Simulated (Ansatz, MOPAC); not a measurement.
Spectroscopic constants of Ru₂, multiplicity 7 (lowest of 2S+1 = 1, 3, 5, 7, 9 at PBE0/def2-TZVPP; our sources give no spin for the ground state, which may be another). No spin–orbit coupling.

Seven points along R, fitted to fifth degree in 1/R; most abundant isotopes. Runs in def2 and cc sets follow the lowest solution found near the PBE0 minimum.

The state reached by PM7 isn't checked; PM7 holds dispersion and hydrogen-bond terms.

Programs: Ansatz (a quantum-chemistry and plane-wave program) with Gaussian orbitals; MOPAC for PM7 (differences of heats of formation). Each number belongs to the level named beside it. In def2 rows elements past Kr take small-core potentials, without spin–orbit coupling.

```csv
level,r_e (Å),ω_e (cm⁻¹),ω_e x_e (cm⁻¹)
PM7,2.346,254,0.26
SVWN5/def2-TZVPP,2.188,357,0.75
PBE/def2-TZVPP,2.225,332,0.74
r2SCAN/def2-TZVPP,2.198,351,0.72
B97M-V/def2-TZVPP,2.229,328,0.75
PBE0/def2-TZVPP,2.230,[?],1.3
CAM-B3LYP/def2-TZVPP,[?],[?],3.5
```

What belongs in the gaps?


- CAM-B3LYP/def2-TZVPP, r_e (Å): 2.242
- CAM-B3LYP/def2-TZVPP, ω_e (cm⁻¹): 319
- PBE0/def2-TZVPP, ω_e (cm⁻¹): 310
